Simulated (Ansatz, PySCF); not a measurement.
The pair A = SiH4 (SMILES [SiH4]) (first 5 atoms), B = C2H3N (SMILES CC#N); geometry from B3LYP-D3(BJ)/def2-TZVP.
(charge 0, multiplicity 1):
```xyz
11

Si     0.183     0.138     0.108
H     -0.215     0.167    -1.319
H     -0.237    -1.156     0.693
H     -0.514     1.235     0.819
H      1.645     0.303     0.225
C     -1.414    -0.099     3.811
C      0.031    -0.019     3.677
N      1.173     0.045     3.559
H     -1.851     0.896     3.740
H     -1.824    -0.720     3.014
H     -1.680    -0.536     4.773
```

Cores are frozen in the correlated methods. CBS(a, b) extrapolates the correlation energy as X⁻³ and adds the Hartree–Fock energy of set b. MP2 and its Hartree–Fock in aug-cc-pV(T+d)Z are density fitted.

Codes used: Ansatz (a first-principles code); PySCF for the dispersion terms. Values without a source in brackets are computed.

The monomers are drawn apart, rigid, along the line of their centres of mass. Counterpoise-corrected interaction energies (kcal/mol):

```
level                                                                 R = 5.029 Å  R = 6.459 Å
--------------------------------------------------------------------  -----------  -----------
PBE/def2-TZVPPD                                                           -0.2697      -0.0554
PBE-D3(BJ)/def2-TZVPPD                                                    -0.5985      -0.1318
wB97M-V/def2-TZVPPD                                                       -0.5043      -0.1256
MP2/CBS(aug-cc-pV(D+d)Z, aug-cc-pV(T+d)Z) + ΔCCSD(T)/aug-cc-pV(D+d)Z      -0.4760      -0.1173
```

Task: R is the distance of the centres of mass. Find the local exponent m of E ∝ R⁻ᵐ between the two points.

Result: 
m = ln(E₁/E₂)/ln(R₂/R₁): PBE/def2-TZVPPD 6.3; PBE-D3(BJ)/def2-TZVPPD 6.0; wB97M-V/def2-TZVPPD 5.6; MP2/CBS(aug-cc-pV(D+d)Z, aug-cc-pV(T+d)Z) + ΔCCSD(T)/aug-cc-pV(D+d)Z 5.6. For scale, two fixed dipoles give m = 3, dipole and quadrupole 4, quadrupoles 5, and dispersion or dipole-induced dipole 6 at long range; at these distances several terms mix, and what is left of overlap and damping shifts m, so it need not match one of them.
